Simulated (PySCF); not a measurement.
Gas-phase reaction: Ga₂H₆ + GaCl₂ + 4 Cl + 3 N → 3 GaCl₂NH₂

Method: PySCF energies plus ideal-gas RRHO corrections (1 bar). † marks an energy on the PBE0/def2-TZVP geometry and frequencies; other levels use their own. MP2 and CCSD(T) freeze the core. 6-31G* has spherical d functions here. Open shells (unrestricted): GaCl₂ (multiplicity 2), Cl (multiplicity 2, electronic degeneracy 6), N (multiplicity 4); the rest are closed-shell singlets. Spin-orbit splitting is ignored; it lowers the true energy and changes the entropy of Cl. B3LYP is the form with VWN-RPA correlation. Ga: all electrons, no relativistic terms. Ga₂H₆, GaCl₂, GaCl₂NH₂: computed as isolated molecules; such fragments, hydroxides, amides, oligomers or adducts are transient or little studied in the gas. MP2 isn't extrapolated to the basis-set limit; its ΔH°(298 K) is -2818.2 kJ in def2-SVP and -3005.3 kJ in def2-TZVPP. CCSD(T) isn't extrapolated to the basis-set limit; its ΔH°(298 K) is -2667.9 kJ in def2-SVP and -2823.1 kJ in def2-TZVPP. The harmonic model lacks anharmonicity and excited electronic states, which grow with temperature; levels with a mode under 35 cm⁻¹ are left out. Soft modes under 120 cm⁻¹ make the harmonic entropy rough for GaCl₂, GaCl₂NH₂. Warning, point group unlike the PBE0 one: GaCl₂NH₂ (B3LYP/6-31G*, PBE/def2-SVP).

```
level                ΔE electronic, kJ  ΔH°(298 K), kJ  ΔS°(298 K), J/K  ΔG°(1800 K), kJ
-------------------  -----------------  --------------  ---------------  ---------------
B3LYP/6-31G*                     -2845           -2756             -706            -1457
B3LYP/def2-TZVP†                 -2948           -2861             -687            -1603
CCSD(T)/def2-SVP†                -2754           -2668             -687            -1409
CCSD(T)/def2-TZVPP†              -2910           -2823             -687            -1564
MP2/def2-SVP†                    -2905           -2818             -687            -1560
PBE/def2-SVP                     -3123           -3040             -696            -1765
PBE0/def2-QZVP†                  -3038           -2951             -687            -1693
r2SCAN/def2-TZVP†                -2997           -2910             -687            -1652
LDA/def2-TZVP†                   -3547           -3460             -687            -2201
ωB97M-V/def2-TZVP†               -3047           -2961             -687            -1702
```
ΔH° is lowest at LDA/def2-TZVP† and highest at CCSD(T)/def2-SVP†. No reference value is set beside these.
